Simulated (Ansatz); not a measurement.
Process, species as SMILES: C[SiH2]O[SiH2] -> C[SiH2]O[SiH2-] (an electron is taken up)
Geometries: B3LYP-D3(BJ)/def2-TZVP minima from Ansatz (a program for electronic structure), one conformer each, not searched for the lowest.

Property: adiabatic electron affinity (electronic energy difference), positive where the reaction releases energy, in eV. Cores are frozen in the correlated levels unless marked. UHF or UKS for open shells. No spin-orbit coupling. Non-relativistic unless marked X2C. Anions need diffuse functions: aug- sets have them; def2-D sets add few; the other sets have none. CBS marks a two-point X^-3 extrapolation of the correlation energy; Hartree-Fock from the larger set. [CCSD(T)-MP2]/basis is that difference in the basis named.

| level | program | adiabatic electron affinity (eV) |
|---|---|---|
| HF/aug-cc-pV(Q+d)Z | Ansatz | 0.01 |
| BLYP-D3(BJ)/def2-TZVPD | Ansatz + dftd3 | 1.25 |
| BLYP-D4/def2-TZVPD | Ansatz + dftd4 | 1.34 |
| BHLYP-D4/def2-TZVPD | Ansatz + dftd4 | 1.09 |

Q: Predict the RI-MP2/CBS(aug-cc-pV(T+d)Z,aug-cc-pV(Q+d)Z)+[CCSD(T)-MP2]/aug-cc-pV(T+d)Z result (Ansatz).

A: 1.37 eV
